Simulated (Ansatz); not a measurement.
Consider the redistribution: `[F][GaH][SeH]` + `BNCC` → `B[NH][GaH][F]` + `CC[SeH]`.

Program: Ansatz. Geometries: PBE0-D4/def2-TZVP. ΔE: electronic, gas phase. CBS: MP2 limit from def2 TZ/QZ plus the TZ coupled-cluster correction, frozen cores. Functionals use def2-TZVPP. B3LYP here is the variant with VWN-RPA as its local correlation; programs differ in this. HSE06 is defined as in plane-wave codes. For Ga, Se outer-core shells are correlated without core-valence functions, which leaves a few kJ/mol of doubt a bond. Scalar relativity is left out up to krypton. One conformer a species, not always the lowest.

| level | ΔE (kJ/mol) | difference from CCSD(T)/CBS |
| --- | --- | --- |
| LDA (SPW92) | 65.6 | 19.2 |
| PBE-D4 | 58.7 | 12.3 |
| revPBE-D4 | 55.5 | 9.1 |
| BLYP-D4 | 52.6 | 6.2 |
| r2SCAN-D4 | 56.1 | 9.7 |
| B97M-V | 53.4 | 7.0 |
| PBE0-D4 | 58.8 | 12.4 |
| B3LYP-D4 | 54.1 | 7.7 |
| r2SCANh-D4 | 56.4 | 10.0 |
| r2SCAN0-D4 | 57.0 | 10.6 |
| HSE06-D4 | 58.9 | 12.5 |
| BHLYP-D4 | 55.0 | 8.6 |
| CAM-B3LYP-D4 | 53.6 | 7.2 |
| ωB97X-V | 51.2 | 4.8 |
| ωB97M-V | 51.9 | 5.5 |
| B2PLYP | 49.8 | 3.4 |
| PBE | 59.7 | 13.3 |
| revPBE | 57.6 | 11.2 |
| BLYP | 55.3 | 8.9 |
| r2SCAN | 56.1 | 9.7 |
| PBE0 | 59.6 | 13.2 |
| B3LYP | 56.1 | 9.7 |
| r2SCAN0 | 57.1 | 10.7 |
| HSE06 | 59.6 | 13.2 |
| CAM-B3LYP | 54.4 | 8.0 |
| LC-ωPBE | 53.1 | 6.7 |
| RPA@PBE/def2-TZVPP | 42.0 | -4.4 |
| HF/def2-SVP | 62.6 | 16.2 |
| MP2/def2-SVP | 56.4 | 10.0 |
| CCSD/def2-SVP | 61.8 | 15.4 |
| CCSD(T)/def2-SVP | 61.8 | 15.4 |
| HF/def2-TZVPP | 53.9 | 7.5 |
| MP2/def2-TZVPP | 39.9 | -6.5 |
| SCS-MP2/def2-TZVPP | 39.8 | -6.6 |
| CCSD/def2-TZVPP | 45.1 | -1.3 |
| CCSD(T)/def2-TZVPP | 44.4 | -2.0 |
| HF/def2-QZVPP | 53.1 | 6.7 |
| MP2/def2-QZVPP | 40.8 | -5.6 |
| SCS-MP2/def2-QZVPP | 40.4 | -6.0 |
| HF/CBS(def2) | 52.9 | 6.5 |
| CCSD(T)/CBS | 46.4 | 0 |

Largest T1 diagnostic among the species: 0.014.

In def2-TZVPP, CCSD(T) changes the Hartree–Fock value by −9.4 kJ/mol (the triples alone add −0.7 kJ/mol) and MP2 by −13.9 kJ/mol. At CCSD(T), def2-SVP lies +15.4 kJ/mol from the extrapolated value and def2-TZVPP −2.0 kJ/mol. Leaving LDA and LC-ωPBE aside and taking each functional with its dispersion term where it has one, the values spread over 9.0 kJ/mol, from B2PLYP to HSE06-D4. LDA lies +5.9 kJ/mol from PBE without D4.
